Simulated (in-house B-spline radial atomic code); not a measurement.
Response and correlation of Zn²⁸⁺

Closed shell 1s2. Computed with a B-spline radial code for spherical atoms: Dirac-Hartree-Fock, relativistic RPA (time-dependent Dirac-Hartree-Fock) for the response and second-order many-body perturbation theory for correlation, no-pair Dirac-Coulomb Hamiltonian, finite nucleus.

Command:
```bash
python run_mb.py task.json out
```
Settings (nuclear radius in fm, box in bohr, cutoff in hartree):
```
basis_form          2
Z                   30
core_configuration  1s2
rms_radius          3.9283
mass_number         64
speed_of_light      137.036
box_radius          3.043
lmax                7
intervals           58
virtual_cutoff      22500.0
```

Time taken, with all properties: 0.2 s on 1 thread of Arm Neoverse V1, on a shared host.

| multipole (bohr³, bohr⁵, bohr⁷) | uncoupled | coupled RPA |
| --- | --- | --- |
| dipole | 1.0903e-05 | 1.1099e-05 |
| quadrupole | 4.1424e-08 | 4.2035e-08 |
| octupole | 4.1422e-10 | ? |

What is the coupled octupole polarisability?

4.1868e-10 atomic units, +1 % against the uncoupled value.

Which subshells carry the dipole polarisability?

1s1/2 100.0 %.

What does the dipole shielding factor come to?

The dipole shielding factor is 0.067, against the exact N/Z = 2/30 = 0.067 of the non-relativistic theorem.

Dipole polarisability at imaginary frequency:

```csv
u (Eh),α(iu) (bohr³)
0,1.11e-05
7.81,1.109e-05
23.4,1.105e-05
46.9,1.092e-05
78.1,1.061e-05
156,9.404e-06
312,6.544e-06
781,2.227e-06
```

What dispersion coefficients follow for two such ions (the dispersion part alone)?

C6 = (3/π)∫α(iu)²du = 3.503e-08 hartree·bohr⁶ and C8 = 7.593e-10 hartree·bohr⁸.

Lowest J = 1 odd-parity excitations:

| energy (eV) | oscillator strength | leading channel | weight |
| --- | --- | --- | --- |
| 8964.7 | 0.0929 | 1s1/2 → p1/2 | 0.933 |
| 9014 | 0.687 | 1s1/2 → p3/2 | 0.933 |
| 10591 | 0.0193 | 1s1/2 → p1/2 | 0.941 |
| 10605 | 0.133 | 1s1/2 → p3/2 | 0.941 |

Second-order correlation energy by the highest angular momentum of the excited pair (hartree): s -0.01481, p -0.02551, d -0.003645, f -0.0009741, g -0.0003467, h -0.0001492, i -7.424e-05, k -3.656e-05.

What is the second-order correlation energy at the partial-wave limit?

The listed waves sum to -0.04554 hartree; extrapolating the increments as (l + 1/2)⁻⁴ gives -0.045615 hartree, -0.621 eV per electron.
